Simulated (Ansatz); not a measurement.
Input file for Ansatz (an electronic-structure program): R-r2SCAN/def2-TZVPP on FH2NSi (SMILES N[Si]F), a point of a torsion scan.

Ansatz 0.2 input:
```yaml
crystal:
  periodic: [false, false, false]
  atoms:
    - {symbol: N, position_ang: [-0.56756205, -0.00034705, -0.10954218]}
    - {symbol: Si, position_ang: [1.02284779, -0.46622420, 0.37505455]}
    - {symbol: F, position_ang: [0.69470358, -1.15981399, 1.84501867]}
    - {symbol: H, position_ang: [-0.90801033, 0.91650955, 0.14137773]}
    - {symbol: H, position_ang: [-1.31135625, -0.66795990, 0.07217395]}
basis:
  gaussian:
    orbitals: def2-TZVPP
hamiltonian:
  xc: {name: r2SCAN}
scf: {lower_state_search: off}
```

The log:

```
WARN ansatz: RAYON_NUM_THREADS=1 ignored (pool sized by the plan → 1); use --threads N
Functional definition: r2SCAN
these checks for a lower state are left out or cut short: stability, starts, cluster_reference, orbital_swaps, neighbouring_geometries, increment
integrals: 0.04 GiB planned
717 factors; their error is unknown
mean field: 0.36 GiB planned
mean field evaluation 1: about -12108.2939 eV, gradient 7.3e1 eV
mean field evaluation 2: about -12059.1661 eV, gradient 1.4e2 eV
mean field evaluation 4: about -12117.3008 eV, gradient 1.6e1 eV
mean field evaluation 8: about -12117.6476 eV, gradient 2.0e-1 eV
mean field evaluation 16: about -12117.6285 eV, gradient 1.4e-4 eV
mean field -12117.62854726 eV, -445.3146354881 hartree, gradient 5.3e-6 eV, S^2 0.000000; 0 other end points of the search recorded, 0 dependent functions left out
reference -12117.62855575 eV, -445.3146358003 hartree; 16, 16 occupied and 116, 116 virtual orbitals, 717 factors
Total energy: -12117.62855575 eV, -445.3146358003 hartree
Checks for a lower state left out: stability, starts, cluster_reference, orbital_swaps, neighbouring_geometries, increment
```

The run converged.

Cost: about 1.5 core-seconds (a rough figure).
